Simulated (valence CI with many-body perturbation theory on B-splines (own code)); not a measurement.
**Br3+: electric-dipole lines**

Method: relativistic CI+MBPT: four valence electrons over a frozen Dirac-Fock core [Ar] 3d10, radial functions for each j: 11 s, 11 p, 10 d, 8 f, 5 g, 2 h, with the one-electron correlation potential Σ1 (screened to all orders), the two-electron term Σ2, the three-electron term Σ3, Breit, model QED; selected single and double excitations, second order for the rest, scaled by the run's own slope (own B-spline code, finite nucleus).

No measured spectrum was set against this ion. As an estimate, levels hold to about 250 cm⁻¹ or 0.2 % of their energy and the worst to 1 %, as in measured heavy ions of charge 2 to 7; those with d or f electrons hold less well. Among the levels kept, up to 1600 cm⁻¹ of a level comes from second order outside the variational space, and about a tenth of that is noise between levels of different J, which matters for small intervals.

Lines 301 to 350 of 552 in falling wavelength, among levels below 320512 cm⁻¹, chosen from the strongest by gf and those to the six lowest levels. Wavelengths and rates use the calculated energies, so an error of 300 cm⁻¹ moves a line at 121.4 nm by 0.36 % and its rate by three times that or more. Electric multipoles are in the length gauge, E1 and E2 with the static RPA response of the core. Weak lines are less certain than strong ones. Lines between different terms over intervals too small for the method are left out, as are lines whose strength nearly cancels. Where a level lies close to another of its J and parity, the split of strength between their lines is uncertain.

Names give the largest LS component (configuration and term), which can be under half, so a name can repeat, a term be missing and a line seem to break the LS rules; names also repeat where a configuration has a term twice. Letters in brackets count levels of one name in rising energy.

| λ vac (nm) | Upper | Lower | A (s⁻¹) | S (a.u.) |
| --- | --- | --- | --- | --- |
| 121.4 | 4s2 4p 4f 1F_3 | 4s2 4p 4d 3P°_2 | 2.01e+08 | 1.24e+00 |
| 121.2 | 4s2 4p 4f 3F_3 | 4s2 4p 4d 3D°_2 | 5.94e+08 | 3.65e+00 |
| 120.1 | 4s2 4p 4f 3F_4 [b] | 4s2 4p 4d 3D°_3 | 8.42e+08 | 6.48e+00 |
| 119.2 | 4s2 4p 4f 3F_2 | 4s2 4p 4d 3P°_1 [a] | 6.88e+08 | 2.87e+00 |
| 117.8 | 4s 4p2 4d 3F_3 [b] | 4s2 4p 4d 3P°_2 | 4.43e+08 | 2.50e+00 |
| 117.7 | 4s2 4p 4f 3D_3 | 4s2 4p 4d 1D°_2 | 4.73e+08 | 2.66e+00 |
| 116.0 | 4s2 4p 4f 3D_3 | 4s2 4p 4d 3D°_3 | 3.23e+08 | 1.74e+00 |
| 115.6 | 4s2 4p 4f 3D_2 | 4s2 4p 4d 3P°_1 [b] | 5.58e+08 | 2.13e+00 |
| 114.9 | 4s2 4p 4f 3D_2 | 4s2 4p 4d 3D°_2 | 4.37e+08 | 1.64e+00 |
| 114.2 | 4s2 4p 4f 3D_1 | 4s2 4p 4d 3P°_1 [b] | 5.73e+08 | 1.26e+00 |
| 113.5 | 4s2 4p 4f 3D_1 | 4s2 4p 4d 3P°_0 | 5.60e+08 | 1.21e+00 |
| 109.3 | 4s2 4p 4f 3D_3 | 4s2 4p 4d 3P°_2 | 5.43e+08 | 2.45e+00 |
| 104.6 | 4s 4p3 3D°_3 | 4s2 4p2 1D_2 | 1.25e+07 | 4.96e-02 |
| 100.3 | 4s2 4p 4f 3F_4 [a] | 4s2 4p 4d 3F°_3 | 9.86e+08 | 4.42e+00 |
| 99.58 | 4s 4p2 4d 3F_3 [a] | 4s2 4p 4d 3F°_2 | 5.65e+08 | 1.93e+00 |
| 99.01 | 4s2 4p 4f 1F_3 | 4s2 4p 4d 3F°_2 | 6.66e+08 | 2.23e+00 |
| 98.45 | 4s2 4p 4f 3G_5 | 4s2 4p 4d 3F°_4 | 1.92e+09 | 9.93e+00 |
| 97.76 | 4s2 4p 4f 3F_4 [b] | 4s2 4p 4d 3F°_4 | 4.18e+08 | 1.73e+00 |
| 97.51 | 4s 4p2 4d 3F_4 [a] | 4s2 4p 4d 3F°_3 | 7.68e+08 | 3.16e+00 |
| 96.58 | 4s 4p2 4d 3F_3 [b] | 4s2 4p 4d 3F°_2 | 4.73e+08 | 1.47e+00 |
| 94.92 | 4s 4p3 3D°_2 | 4s2 4p2 3P_2 | 1.37e+07 | 2.90e-02 |
| 94.43 | 4p4 1D_2 | 4s 4p3 1D°_2 | 6.75e+08 | 1.40e+00 |
| 94.16 | 4s 4p3 3D°_3 | 4s2 4p2 3P_2 | 2.27e+08 | 6.56e-01 |
| 93.94 | 4s2 4p 4f 3F_3 | 4s2 4p 4d 3F°_2 | 3.49e+08 | 1.00e+00 |
| 92.40 | 4s 4p3 3D°_1 | 4s2 4p2 3P_1 | 6.64e+07 | 7.76e-02 |
| 92.30 | 4s 4p3 3D°_2 | 4s2 4p2 3P_1 | 2.55e+08 | 4.95e-01 |
| 90.97 | 4s 4p2 4d 3F_4 [b] | 4s2 4p 4d 3D°_3 | 3.55e+08 | 1.19e+00 |
| 90.90 | 4s 4p2 4d 1F_3 | 4s2 4p 4d 3D°_2 | 3.58e+08 | 9.28e-01 |
| 90.22 | 4s 4p3 3D°_1 | 4s2 4p2 3P_0 | 2.16e+08 | 2.35e-01 |
| 85.28 | 4s 4p2 5s 3D_3 | 4s2 4p 5s 3P°_2 | 5.18e+08 | 1.11e+00 |
| 83.26 | 4s2 4p 4f 1F_3 | 4s 4p3 1D°_2 | 1.04e+09 | 2.07e+00 |
| 82.22 | 4s 4p3 3P°_1 | 4s2 4p2 3P_2 | 1.94e+08 | 1.59e-01 |
| 82.11 | 4s 4p3 3P°_2 | 4s2 4p2 3P_2 | 6.13e+08 | 8.37e-01 |
| 81.97 | 4s 4p3 1D°_2 | 4s2 4p2 1D_2 | 6.98e+08 | 9.48e-01 |
| 81.66 | 4s2 4p 5f 3F_4 | 4s2 4p 4d 3D°_3 | 3.90e+08 | 9.43e-01 |
| 81.44 | 4p4 3P_2 | 4s 4p3 3D°_3 | 1.02e+09 | 1.36e+00 |
| 80.79 | 4s 4p2 5s 1D_2 | 4s2 4p 4d 1D°_2 | 7.19e+08 | 9.36e-01 |
| 80.39 | 4s 4p3 3P°_0 | 4s2 4p2 3P_1 | 8.43e+08 | 2.16e-01 |
| 80.24 | 4s 4p3 3P°_1 | 4s2 4p2 3P_1 | 3.54e+08 | 2.71e-01 |
| 80.14 | 4s 4p3 3P°_2 | 4s2 4p2 3P_1 | 1.01e+08 | 1.29e-01 |
| 80.12 | 4s 4p2 4d 3G_5 | 4s2 4p 4d 3F°_4 | 5.30e+09 | 1.48e+01 |
| 79.64 | 4s2 4p 4f 3F_3 | 4s 4p3 1D°_2 | 4.83e+08 | 8.43e-01 |
| 79.57 | 4s 4p2 4d 1G_4 | 4s2 4p 4d 3F°_3 | 3.70e+08 | 8.27e-01 |
| 78.88 | 4s 4p2 4d 3G_4 | 4s2 4p 4d 3F°_3 | 4.45e+09 | 9.71e+00 |
| 78.59 | 4s 4p3 3P°_1 | 4s2 4p2 3P_0 | 2.72e+08 | 1.95e-01 |
| 78.39 | 4s 4p2 4d 3G_3 | 4s2 4p 4d 3F°_2 | 4.37e+09 | 7.28e+00 |
| 78.23 | 4s 4p3 3S°_1 | 4s2 4p2 1S_0 | 4.83e+07 | 3.42e-02 |
| 75.34 | 4s2 4p 4f 1D_2 | 4s 4p3 1D°_2 | 8.94e+08 | 9.44e-01 |
| 74.76 | 4s 4p3 1P°_1 | 4s2 4p2 1S_0 | 2.95e+08 | 1.83e-01 |
| 73.74 | 4s 4p3 1D°_2 | 4s2 4p2 3P_1 | 1.91e+07 | 1.89e-02 |
